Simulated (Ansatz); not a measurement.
All numbers were calculated with Ansatz.

A structure relaxed at PBE0-D4/def2-TZVP, charge 0, multiplicity 1:

Cartesian coordinates in Å:
```
O 1.9012 2.1986 0.2811
C 1.3496 1.3264 0.9005
Si -0.5124 0.8951 0.6368
Si -0.5870 -0.8448 -0.9251
O 0.4127 -2.0008 -0.3318
Cl -2.5180 -1.5514 -1.0925
H 1.9295 0.7141 1.6309
H -1.0998 0.4183 1.9172
H -1.2249 2.0918 0.1264
H -0.1969 -0.4455 -2.3006
H 0.5459 -2.8017 -0.8430
```

Give its formula and SMILES.

CH5ClO2Si2, `O=C[SiH2][SiH](O)Cl`.

Summarise the bond lengths by kind.

1 × C–O 1.204 Å; 1 × C–Si 1.929 Å; 1 × C–H 1.116 Å; 1 × Si–Si 2.339 Å; 3 × H–Si 1.483 to 1.487 Å; 1 × O–Si 1.639 Å; 1 × Cl–Si 2.063 Å; 1 × H–O 0.959 Å.
